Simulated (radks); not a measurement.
Results of a calculation; reference values are marked as such.
Mean orbital radii <r> (bohr) of neutral selenium, [Ar] 3d10 4s2 4p4, at several levels of relativity; Dirac values are averaged over j with weights 2j + 1. Spin-unpolarised spherical Kohn-Sham, PBE, point nucleus unless stated (finite: rms radius 4.14 fm), a radial shooting solver on a logarithmic mesh with Libxc functionals. A level marked "c x" has the speed of light scaled by that factor and shares open shells by 2j + 1; other Dirac levels either fill j = l - 1/2 first or share by 2j + 1.

shell  non-rel.  Dirac, 2j+1 shares, finite nucleus  Dirac, c x 1.5  Dirac, c x 2  change of magnitude, last against first (%)
1s      0.04499                             0.04408         0.04459       0.04477                                        -0.50
2s       0.2000                              0.1957          0.1981        0.1989                                        -0.54
2p       0.1728                              0.1710          0.1720        0.1724                                        -0.25
3s       0.5850                              0.5739          0.5801        0.5823                                        -0.47
3p       0.5943                              0.5894          0.5921        0.5931                                        -0.20
3d       0.6279                              0.6307          0.6291        0.6286                                        +0.11
4s        1.828                               1.796           1.814         1.820                                        -0.43
4p        2.308                               2.302           2.305         2.306                                        -0.06
